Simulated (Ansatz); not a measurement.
C$_{2}$H$_{9}$BOS at its PBE0-D4/def2-TZVP geometry, where that method's forces vanish. Charge 0, multiplicity 1. The bonds changed during the relaxation, so this is another structure than the one it started from.

```json
{"atom": "C1", "x (Å)": "0.999", "y (Å)": "-0.937", "z (Å)": "-0.572"}
{"atom": "B2", "x (Å)": "0.406", "y (Å)": "0.484", "z (Å)": "-0.273"}
{"atom": "C3", "x (Å)": "0.736", "y (Å)": "1.273", "z (Å)": "1.046"}
{"atom": "O4", "x (Å)": "-0.433", "y (Å)": "1.011", "z (Å)": "-1.217"}
{"atom": "S5", "x (Å)": "-2.789", "y (Å)": "-1.311", "z (Å)": "0.288"}
{"atom": "H6", "x (Å)": "2.063", "y (Å)": "-0.837", "z (Å)": "-0.818"}
{"atom": "H7", "x (Å)": "0.514", "y (Å)": "-1.440", "z (Å)": "-1.410"}
{"atom": "H8", "x (Å)": "0.958", "y (Å)": "-1.585", "z (Å)": "0.309"}
{"atom": "H9", "x (Å)": "1.781", "y (Å)": "1.157", "z (Å)": "1.347"}
{"atom": "H10", "x (Å)": "0.137", "y (Å)": "0.844", "z (Å)": "1.858"}
{"atom": "H11", "x (Å)": "0.507", "y (Å)": "2.342", "z (Å)": "1.005"}
{"atom": "H12", "x (Å)": "-0.740", "y (Å)": "1.893", "z (Å)": "-0.990"}
{"atom": "H13", "x (Å)": "-1.918", "y (Å)": "-2.316", "z (Å)": "0.112"}
{"atom": "H14", "x (Å)": "-2.221", "y (Å)": "-0.580", "z (Å)": "-0.686"}
```

(1) For each bond, give half the difference of the two atoms' forces along it (eV/Å; positive pushes the atoms apart) under PBE-D4, r2SCAN-D4, B3LYP-D4, ωB97M-V in def2-TZVPP. (Estimate.)

## Answers

(1) Ansatz gave: 
```tsv
bond	length (Å)	PBE-D4	r2SCAN-D4	B3LYP-D4	ωB97M-V
C1–B2	1.569	-0.11	-0.04	0.01	0.02
C1–H6	1.097	0.13	0.00	-0.04	-0.06
C1–H7	1.092	0.11	-0.01	-0.04	-0.05
C1–H8	1.094	0.13	-0.01	-0.04	-0.05
B2–C3	1.572	-0.15	-0.05	0.04	0.04
B2–O4	1.368	0.32	0.20	0.10	0.15
C3–H9	1.093	0.12	-0.01	-0.04	-0.06
C3–H10	1.097	0.13	0.00	-0.05	-0.06
C3–H11	1.094	0.12	-0.01	-0.03	-0.06
O4–H12	0.961	0.39	0.01	-0.02	-0.09
S5–H13	1.341	0.26	0.01	-0.01	-0.09
S5–H14	1.344	0.27	0.01	-0.03	-0.11
```

B3LYP here is the variant with VWN-RPA as its local correlation; programs differ in this.
